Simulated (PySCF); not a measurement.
Calculation: PBE0-D3(BJ)/def2-TZVP // PBE0-D3(BJ)/def2-SVP run with PySCF 2.14.0. Isolated molecules, 0 K electronic values unless said otherwise. One relaxed conformer stands for a flexible species; it need not be the lowest. Excitations are Tamm–Dancoff values on a coarser integration grid. The basis has no diffuse functions, so Rydberg states are missing or too high.

Reference species (SMILES): `c1c(B)c2sccc2c(c1)C#C` (neutral, multiplicity 1).

* **brightest of the four lowest singlets (TDA)**: 4.74 eV
* **LUMO**: -2.51 eV
* **S1 oscillator strength**: 0.151
* **S1–T1 gap (TDA)**: 1.02 eV

After one change: the brightest of the four lowest singlets (TDA) rises by 0.20 eV; the LUMO increases by 0.25 eV; the S1 oscillator strength falls by 0.054; the S1–T1 gap (TDA) falls by 0.31 eV.

### Question
What was changed between the two runs? The new species is one of these.
A. `Bc1cc2ccc(C#C)cc2s1`
B. `Bc1cc2sccc2cc1C#C`
C. `Bc1c(C#C)ccc2sccc12`
D. `Bc1cc(C#C)cc2sccc12`

### Answer
B, `Bc1cc2sccc2cc1C#C`
